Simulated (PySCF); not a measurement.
PySCF input for C2H7InO, SMILES C[CH2][InH][OH], TDA-ωB97X/def2-SVPD. Coordinates come from a B3LYP-D3(BJ)/def2-SVP optimisation. The structure was generated by enumeration; whether it is a known compound was not checked. The def2 effective core potentials stand for the cores of In; spin–orbit coupling is left out. The values are those of a single conformer.

```python
import numpy as np
from pyscf import gto, scf, dft, tdscf

mol = gto.M(
    atom='''
    In   -0.28345956   -0.53998994    0.00000000
    H    -1.18932907   -2.00874085   -0.00000001
    C    -0.70186549    1.60974444   -0.00000000
    C     0.56472824    2.46734672   -0.00000000
    H    -1.33050366    1.81637578   -0.88184182
    H    -1.33050366    1.81637578    0.88184181
    H     1.19163474    2.27645248    0.88658586
    H     1.19163475    2.27645248   -0.88658586
    H     0.32659063    3.54569275    0.00000000
    O     1.70068546   -0.94702526   -0.00000000
    H     2.24733443   -0.14944623    0.00000000
    ''',
    basis='def2-SVPD',
    ecp={'In': 'def2-svp'},
    charge=0,
    spin=0,
    symmetry=True,
    max_memory=1600,
    verbose=4,
)
mf = dft.RKS(mol, xc='wb97x').density_fit(auxbasis='def2-universal-jkfit')
mf.grids.level = 3
mf.conv_tol = 1e-9
mf.max_cycle = 100
mf.kernel()
mf.grids = dft.Grids(mol).set(level=1).build(with_non0tab=True)  # coarser grid for the response kernel
td = tdscf.TDA(mf)
td.singlet = True
td.nstates = 10
td.conv_tol = 1e-4
td.positive_eig_threshold = 1e-6
td.kernel(x0=td.get_init_guess(mf, 15))
td.analyze()
tt = tdscf.TDA(mf)
tt.singlet = False
tt.nstates = 4
tt.conv_tol = 1e-4
tt.positive_eig_threshold = 1e-6
tt.kernel(x0=tt.get_init_guess(mf, 9))
tt.analyze(verbose=3)
```

Output:

```
PySCF version 2.14.0

[INPUT] verbose = 4
[INPUT] num. atoms = 11
[INPUT] num. electrons = 48
[INPUT] charge = 0
[INPUT] spin (= nelec alpha-beta = 2S) = 0
[INPUT] symmetry True subgroup None
[INPUT] Mole.unit = angstrom
[INPUT] Symbol           X                Y                Z      unit          X                Y                Z       unit  Magmom
[INPUT]  1 In    -0.283459560000  -0.539989940000   0.000000000000 AA   -0.535660935790  -1.020433096620   0.000000000000 Bohr   0.0
[INPUT]  2 H     -1.189329070000  -2.008740850000  -0.000000010000 AA   -2.247506214284  -3.795970061726  -0.000000018897 Bohr   0.0
[INPUT]  3 C     -0.701865490000   1.609744440000   0.000000000000 AA   -1.326333552384   3.041976122141   0.000000000000 Bohr   0.0
[INPUT]  4 C      0.564728240000   2.467346720000   0.000000000000 AA    1.067181708408   4.662609555144   0.000000000000 Bohr   0.0
[INPUT]  5 H     -1.330503660000   1.816375780000  -0.881841820000 AA   -2.514287525131   3.432452763493  -1.666439524988 Bohr   0.0
[INPUT]  6 H     -1.330503660000   1.816375780000   0.881841810000 AA   -2.514287525131   3.432452763493   1.666439506091 Bohr   0.0
[INPUT]  7 H      1.191634740000   2.276452480000   0.886585860000 AA    2.251863299117   4.301871722787   1.675404461312 Bohr   0.0
[INPUT]  8 H      1.191634750000   2.276452480000  -0.886585860000 AA    2.251863318015   4.301871722787  -1.675404461312 Bohr   0.0
[INPUT]  9 H      0.326590630000   3.545692750000   0.000000000000 AA    0.617166845549   6.700388219356   0.000000000000 Bohr   0.0
[INPUT] 10 O      1.700685460000  -0.947025260000   0.000000000000 AA    3.213829743430  -1.789618374445   0.000000000000 Bohr   0.0
[INPUT] 11 H      2.247334430000  -0.149446230000   0.000000000000 AA    4.246846583006  -0.282412445049   0.000000000000 Bohr   0.0

nuclear repulsion = 190.907248311085
point group symmetry = Cs
symmetry origin: [-2.48648176e-09  2.48648003e-10 -4.97296350e-10]
symmetry axis x: [ 1.00000000e+00 -1.04499734e-09  3.91011890e-10]
symmetry axis y: [-1.04499734e-09 -1.00000000e+00 -1.84962734e-11]
symmetry axis z: [-3.91011890e-10 -1.84962455e-11  1.00000000e+00]
num. orbitals of irrep A' = 100
num. orbitals of irrep A" = 51
number of shells = 65
number of NR pGTOs = 230
number of NR cGTOs = 151
basis = def2-SVPD
ecp = {'In': 'def2-svp'}


******** <class 'pyscf.df.df_jk.DFSymAdaptedRKS'> ********
method = DFSymAdaptedRKS
initial guess = minao
damping factor = 0
level_shift factor = 0
DIIS = <class 'pyscf.scf.diis.CDIIS'>
diis_start_cycle = 1
diis_space = 8
diis_damp = 0
SCF conv_tol = 1e-09
SCF conv_tol_grad = None
SCF max_cycles = 100
direct_scf = False
XC library pyscf.dft.libxc version 7.1.2
    S. Lehtola, C. Steigemann, M. J. T. Oliveira, and M. A. L. Marques,  SoftwareX 7, 1–5 (2018)
XC functionals = wb97x
    J.-D. Chai and M. Head-Gordon,  J. Chem. Phys. 128, 084106 (2008)
radial grids:
    Treutler-Ahlrichs [JCP 102, 346 (1995); DOI:10.1063/1.469408] (M4) radial grids

becke partition: Becke, JCP 88, 2547 (1988); DOI:10.1063/1.454033
pruning grids: <function nwchem_prune>
grids dens level: 3
symmetrized grids: True
atomic radii adjust function: <function treutler_atomic_radii_adjust>
small_rho_cutoff = 0
Freeze 0 electrons in irreps []
    48 free electrons in irreps A' A"
Set gradient conv threshold to 3.16228e-05
Initial guess from minao.
tot grids = 132848
******** <class 'pyscf.df.df.DF'> ********
auxbasis = def2-universal-jkfit
Create RSH-DF object <pyscf.df.df.DF object> for omega=0.3
******** <class 'pyscf.df.df.DF'> ********
auxbasis = auxmol.basis = def2-universal-jkfit
init E= -323.949996109989
HOMO (A") = -0.633386103651581  LUMO (A") = -0.491777699965938  gap/eV = 3.85336
cycle= 1 E= -344.891023162189  delta_E= -20.9  |g|= 1.83  |ddm|=   14
HOMO (A') = -0.110594820264431  LUMO (A') = 0.0537872862218407  gap/eV = 4.47306
cycle= 2 E= -345.231406118911  delta_E= -0.34  |g|= 1.58  |ddm|= 8.07
HOMO (A') = -0.325120328959379  LUMO (A") = 0.0438244562899324  gap/eV = 10.03950
cycle= 3 E= -345.649327601208  delta_E= -0.418  |g|= 0.295  |ddm|= 2.28
HOMO (A') = -0.344586352058968  LUMO (A") = 0.0267844343037602  gap/eV = 10.10551
cycle= 4 E= -345.664418709585  delta_E= -0.0151  |g|= 0.117  |ddm|= 0.36
HOMO (A') = -0.356888044435014  LUMO (A") = 0.021190691451058  gap/eV = 10.28805
cycle= 5 E= -345.667300271554  delta_E= -0.00288  |g|= 0.0112  |ddm|= 0.173
HOMO (A') = -0.355533110571074  LUMO (A") = 0.0219781955930594  gap/eV = 10.27261
cycle= 6 E= -345.667368429485  delta_E= -6.82e-05  |g|= 0.00511  |ddm|= 0.0375
HOMO (A') = -0.356628480227204  LUMO (A") = 0.021913489319954  gap/eV = 10.30065
cycle= 7 E= -345.667380820928  delta_E= -1.24e-05  |g|= 0.00179  |ddm|= 0.0167
HOMO (A') = -0.35646328058867  LUMO (A") = 0.021852958473918  gap/eV = 10.29451
cycle= 8 E= -345.667382229566  delta_E= -1.41e-06  |g|= 0.000315  |ddm|= 0.00466
HOMO (A') = -0.356446228347384  LUMO (A") = 0.0218713611468075  gap/eV = 10.29455
cycle= 9 E= -345.667382330332  delta_E= -1.01e-07  |g|= 8.37e-05  |ddm|= 0.00169
HOMO (A') = -0.356444930414767  LUMO (A") = 0.0218719609215139  gap/eV = 10.29453
cycle= 10 E= -345.667382336494  delta_E= -6.16e-09  |g|= 3.36e-05  |ddm|= 0.000353
HOMO (A') = -0.356445398332131  LUMO (A") = 0.0218707436227148  gap/eV = 10.29451
cycle= 11 E= -345.667382337119  delta_E= -6.24e-10  |g|= 1.2e-05  |ddm|= 0.000103
HOMO (A') = -0.356444312982571  LUMO (A") = 0.0218713708798681  gap/eV = 10.29449
Extra cycle  E= -345.667382337196  delta_E= -7.8e-11  |g|= 7.4e-06  |ddm|= 4.62e-05
converged SCF energy = -345.667382337196
tot grids = 40936
Overwritten attributes  positive_eig_threshold  of <class 'pyscf.tdscf.rks.TDA'>


******** <class 'pyscf.tdscf.rks.TDA'> for <class 'pyscf.df.df_jk.DFSymAdaptedRKS'> ********
nstates = 10 singlet
deg_eia_thresh = 1.000e-03
wfnsym = None
conv_tol = 0.0001
eigh lindep = 1e-12
eigh level_shift = 0
eigh max_cycle = 100


Excitation energies (eV)
[5.19788104 6.22918641 6.27135387 6.54747726 6.75117808 7.2182848
 7.68230647 7.98729003 8.22881422 8.4720968 ]

** Singlet excitation energies and oscillator strengths **
Excited State   1:   A"      5.19788 eV    238.53 nm  f=0.0005
      24 -> 25        0.69574
Excited State   2:   A'      6.22919 eV    199.04 nm  f=0.0383
      22 -> 26        0.17947
      22 -> 27        0.11175
      23 -> 25        0.52076
      24 -> 26       -0.35595
      24 -> 27       -0.17119
Excited State   3:   A"      6.27135 eV    197.70 nm  f=0.0172
      22 -> 25       -0.69574
Excited State   4:   A"      6.54748 eV    189.36 nm  f=0.0519
      23 -> 26       -0.58528
      23 -> 27       -0.33186
      23 -> 30        0.15289
Excited State   5:   A'      6.75118 eV    183.65 nm  f=0.1897
      23 -> 25       -0.38699
      24 -> 26       -0.54596
Excited State   6:   A'      7.21828 eV    171.76 nm  f=0.1093
      24 -> 26       -0.14417
      24 -> 27        0.49420
      24 -> 28       -0.42224
Excited State   7:   A'      7.68231 eV    161.39 nm  f=0.1815
      20 -> 26        0.11016
      22 -> 26       -0.50782
      22 -> 27       -0.29422
      22 -> 30        0.11203
      23 -> 25        0.17921
      24 -> 27       -0.13132
      24 -> 30       -0.19962
Excited State   8:   A'      7.98729 eV    155.23 nm  f=0.3711
      21 -> 25       -0.12054
      24 -> 27        0.35727
      24 -> 28        0.49488
      24 -> 29       -0.17752
      24 -> 30       -0.10956
Excited State   9:   A"      8.22881 eV    150.67 nm  f=0.0146
      20 -> 25        0.12497
      23 -> 26       -0.12819
      23 -> 28       -0.58415
      23 -> 29        0.11894
      23 -> 30       -0.21837
      23 -> 35        0.13199
      23 -> 38        0.13628
Excited State  10:   A"      8.47210 eV    146.34 nm  f=0.0963
      18 -> 25       -0.11257
      20 -> 25        0.63606
      23 -> 28        0.10748
      24 -> 33       -0.17327

** Transition electric dipole moments (AU) **
state          X           Y           Z        Dip. S.      Osc.
  1         0.0000      0.0000     -0.0610      0.0037      0.0005
  2        -0.0085     -0.5007      0.0000      0.2508      0.0383
  3        -0.0000     -0.0000     -0.3345      0.1119      0.0172
  4         0.0000      0.0000     -0.5687      0.3234      0.0519
  5         0.4822     -0.9562      0.0000      1.1469      0.1897
  6        -0.1978     -0.7607      0.0000      0.6178      0.1093
  7        -0.9796     -0.0668      0.0000      0.9641      0.1815
  8         0.1584      1.3681      0.0000      1.8967      0.3711
  9        -0.0000      0.0000      0.2689      0.0723      0.0146
 10        -0.0000     -0.0000      0.6811      0.4639      0.0963

WARN: ECP detected. Skipping calculation of transition velocity and magnetic dipole moments, which have not yet been implemented.



******** <class 'pyscf.tdscf.rks.TDA'> for <class 'pyscf.df.df_jk.DFSymAdaptedRKS'> ********
nstates = 4 triplet
deg_eia_thresh = 1.000e-03
wfnsym = None
conv_tol = 0.0001
eigh lindep = 1e-12
eigh level_shift = 0
eigh max_cycle = 100


Excitation energies (eV)
[4.95934893 5.36639377 5.7428828  6.00745271]

** Triplet excitation energies and oscillator strengths **
Excited State   1:   A"      4.95935 eV    250.00 nm  f=0.0000
Excited State   2:   A'      5.36639 eV    231.04 nm  f=0.0000
Excited State   3:   A'      5.74288 eV    215.89 nm  f=0.0000
Excited State   4:   A"      6.00745 eV    206.38 nm  f=0.0000
```

The run converged.
